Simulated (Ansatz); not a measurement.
System: SrO, charge 0, singlet. SrO (SMILES [O]=[Sr]).
B3LYP-D3(BJ)/def2-TZVP minimum from Ansatz (a first-principles code):
```
Sr
O 1 1.9370
```

Total energies in hartree (Ansatz). Open shells are spin-unrestricted; no spin-orbit coupling. Correlated methods leave the cores frozen (noble-gas shells, and filled d and f shells in the p block). Past Kr the def2 sets carry scalar-relativistic core potentials. Where a partner has so few electrons that a lower coupled-cluster level is exact, that level stands in. The T1 diagnostic of OSr ([O]=[Sr], singlet) reaches 0.046 in the sets run. The restricted determinant of Sr ([Sr], singlet) is unstable towards broken spin symmetry in at least one set run.

```tsv
species	HF/def2-TZVPP	CCSD(T)/def2-TZVPP	HF/def2-QZVPP	CCSD(T)/def2-QZVPP	CCSDT(Q)/def2-QZVPP
1: SrO (SMILES [O]=[Sr])	-105.18018	-105.47971	-105.18880	-105.51031	-105.51122
2: Sr (singlet)	-30.34712	-30.37281	-30.34716	-30.37311	-30.37311
3: O (triplet)	-74.81563	-74.97674	-74.81863	-74.99407	-74.99447
```

**Question.** Work out the atomisation energy (electronic, to ground-state atoms) in kJ/mol: take Hartree-Fock from def2-QZVPP, extrapolate the CCSD(T) correlation energy as X^-3 (X = 3, 4), and add CCSDT(Q) - CCSD(T) in def2-QZVPP. 1 hartree = 2625.5 kJ/mol.

**Answer.** 
Species 1: correlation (64·(-0.32151) - 27·(-0.29953))/37 = -0.33755; step -0.00091; E1 = -105.18880 + (-0.33755) + (-0.00091) = -105.52726
Species 2: correlation (64·(-0.02595) - 27·(-0.02569))/37 = -0.02614; step +0.00000; E2 = -30.34716 + (-0.02614) + (+0.00000) = -30.37330
Species 3: correlation (64·(-0.17544) - 27·(-0.16111))/37 = -0.18590; step -0.00040; E3 = -74.81863 + (-0.18590) + (-0.00040) = -75.00493
-1·E1 +1·E2 +1·E3 = 0.14903 hartree = 391.3 kJ/mol.
